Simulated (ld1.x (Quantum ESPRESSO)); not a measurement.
**What one change does to a pseudopotential (palladium (Pd), ultrasoft)**

```json
{"Element": "Pd", "Generator": "ld1.x (Quantum ESPRESSO) 7.5", "Type": "ultrasoft", "Functional": "BP86", "Relativity": "fully relativistic", "Frozen core": "[Kr]", "Valence charge": "10", "Reference configuration": "4d10 5s0 5p0", "Partial waves": "5s (bound, empty): rcut 2.25, rcutus 3.05 bohr; 5s channel at 0.8 Ry: rcut 2.25, rcutus 3.05 bohr; 5p (bound, empty): rcut 3.50, rcutus 4.30 bohr; 5p channel at 0.7 Ry: rcut 3.50, rcutus 4.30 bohr; 4d (bound): rcut 1.40, rcutus 1.50 bohr; 4d channel at 1.2 Ry: rcut 1.40, rcutus 1.50 bohr", "Local potential": "all-electron potential smoothed inside 2.75 bohr (lloc = -2)", "Core correction": "none", "Augmentation charge": "PSQ, radius 1.25 bohr"}
```

Open shells are filled in proportion to 2j + 1 (rel_dist='average').

All-electron outer shells of the reference configuration (BP86, scalar-relativistic, ld1.x):

| shell | level (eV) | outermost node (bohr) | outermost maximum (bohr) |
| --- | --- | --- | --- |
| 4s | -85.50 | 0.45 | 0.85 |
| 4p | -51.34 | 0.46 | 0.91 |
| 4d | -4.19 | 0.45 | 1.10 |
| 5s | -3.45 | 1.15 | 2.67 |
| 5p | -0.30 | 1.32 | 4.19 |

Change: waves 5s (bound): rcut 2.25, rcutus 3.70 bohr; 5s channel at 0.8 Ry: rcut 2.25, rcutus 3.70 bohr.

Cutoffs: the cutoffs (Ry, on a coarse ladder) from which the occupation-weighted sum of valence levels, in a spherical-Bessel basis at the reference potential, stays within 10 and 1 mRy of its value at 400 Ry; they do not see the model core or the augmentation charge, which bear on the density cutoff. Errors are all-electron minus pseudo energies relative to the spin-unpolarised reference configuration.

Problem. How do hardness, ghosts and transferability respond?

Solution. The potential gets neither clearly harder nor softer (50 Ry and 90 Ry → 50 Ry and 90 Ry); of the 7 tests that both files solve, the error grows in 0 and shrinks in 2 by more than 15 % and 0.3 meV (median size 60.5 → 48.2 meV); neither file shows a bound ghost.

| quantity | base | changed |
| --- | --- | --- |
| cutoff, loose | 50 Ry | 50 Ry |
| cutoff, tight | 90 Ry | 90 Ry |
| bound ghosts | none | none |
| error for 4d9 5s0 5p0, meV [ΔE 9.25 eV] | -6.8 | -6.8 |
| error for 4d8 5s0 5p0, meV [ΔE 30.17 eV] | -72 | -72 |
| error for 4d7 5s0 5p0, meV [ΔE 64.62 eV] | -296 | -296 |
| error for 4d9 5s0 5p1, meV [ΔE 5.28 eV] | -7.5 | -7.5 |
| error for 4d8 5s1 5p0, meV [ΔE 13.75 eV] | -60 | -48 |
| error for 4d6 5s0 5p0, meV [ΔE 114.03 eV] | -800 | -800 |
| error for 4d9 5s1 5p0, meV [ΔE 1.48 eV] | -11 | -9.2 |
| s: phases at 4.67 bohr within 0.05 rad from the reference energy up to (Ry; the scan ends near 5) | 3.1 | 2.6 |
| p1/2: phases at 4.67 bohr within 0.05 rad from the reference energy up to (Ry; the scan ends near 5) | 1.1 | 1.1 |
| p3/2: phases at 4.67 bohr within 0.05 rad from the reference energy up to (Ry; the scan ends near 5) | 1.3 | 1.3 |
| d3/2: phases at 4.67 bohr within 0.05 rad from the reference energy up to (Ry; the scan ends near 5) | to the end of the scan | to the end of the scan |
| d5/2: phases at 4.67 bohr within 0.05 rad from the reference energy up to (Ry; the scan ends near 5) | to the end of the scan | to the end of the scan |
| lowest overlap eigenvalue by channel | s 0.41, p1/2 0.62, p3/2 0.66, d3/2 1.00, d5/2 0.99 | s 0.47, p1/2 0.62, p3/2 0.66, d3/2 1.00, d5/2 0.99 |
